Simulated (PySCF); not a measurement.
A geometry optimisation on `CC(C)([SiH3])F`.

Computed with PBE0-D3(BJ)/def2-SVP geometry optimisation, gas phase (PySCF 2.14.0). Start geometry: GFN2-xTB. The command runs a driver script over a list of jobs; the input below is this job's line of settings and its coordinates in Å.

Command:
```bash
OMP_NUM_THREADS=1 python probes_run.py task.json out
```

Input:
```
{"job": {"xc": "PBE0", "basis": "def2-SVP", "d3": "d3bj", "grid": 1, "shake": 0.01, "kind": "geom"}, "charge": 0, "multiplicity": 1}
C     -0.989510    -1.157910    -0.144720
C     -0.123280     0.077270    -0.366530
C     -0.719560     1.316330     0.296480
F     -0.075440     0.339770    -1.755000
Si     1.718980    -0.246240     0.107350
H     -2.029380    -0.919240    -0.486430
H     -0.621880    -1.985450    -0.710220
H     -1.017970    -1.384500     0.901220
H     -1.720140     1.499520    -0.019150
H     -0.104380     2.192900     0.075640
H     -0.717700     1.180400     1.392070
H      1.762300    -0.505640     1.563910
H      2.160350    -1.384040    -0.654500
H      2.470470     0.961770    -0.207880
```

Output:
```
step   0  E = -508.44383068  max force = 0.034808
step   1  E = -508.44874871  max force = 0.006698
step   2  E = -508.44892165  max force = 0.001431
step   3  E = -508.44895065  max force = 0.000776
step   4  E = -508.44896840  max force = 0.000773
step   5  E = -508.44897898  max force = 0.000485
step   6  E = -508.44898439  max force = 0.000479
step   7  E = -508.44898786  max force = 0.000372
optimisation converged
```

Energies in Eh; «max force» is the largest Cartesian gradient component in Eh/bohr.

Question: How much energy does the optimisation release, in kcal/mol?

Answer: E(step 0) − E(last step) = 0.005157 Eh, which is 3.2 kcal/mol.

Question: Give the first gradient maximum in eV/Å.

Answer: With 1 Eh/bohr = 51.422 eV/Å, 1.790 eV/Å.

Main results: final energy -508.44899 Eh after 7 steps; dipole 1.68 D.

Question: Give the final coordinates.

Answer: 0.032 Å rms from the input after alignment:
```
atom  x, y, z in Å
C1    -0.7753   -1.1494   -0.0338
C2     0.0440    0.1020   -0.2800
C3    -0.5090    1.3062    0.4568
F4    -0.0269    0.3836   -1.6561
Si5    1.9111   -0.1674    0.0676
H6    -1.8257   -0.9710   -0.3162
H7    -0.3990   -1.9926   -0.6319
H8    -0.7471   -1.4367    1.0284
H9    -1.5620    1.4689    0.1735
H10    0.0565    2.2163    0.2080
H11   -0.4637    1.1564    1.5462
H12    2.1248   -0.4816    1.5154
H13    2.4092   -1.3061   -0.7593
H14    2.6628    1.0749   -0.2788
```

Question: Estimate the wall time. Hardware: Arm Neoverse V1, one thread, shared host with 64 logical CPUs at a one-minute load of 20. And the peak memory of the process?

Answer: About 37 s, with 0.50 GiB resident at the peak, the Python interpreter and its libraries included.
Labels such as C1 count atoms from 1, the log's own numbers from 0.
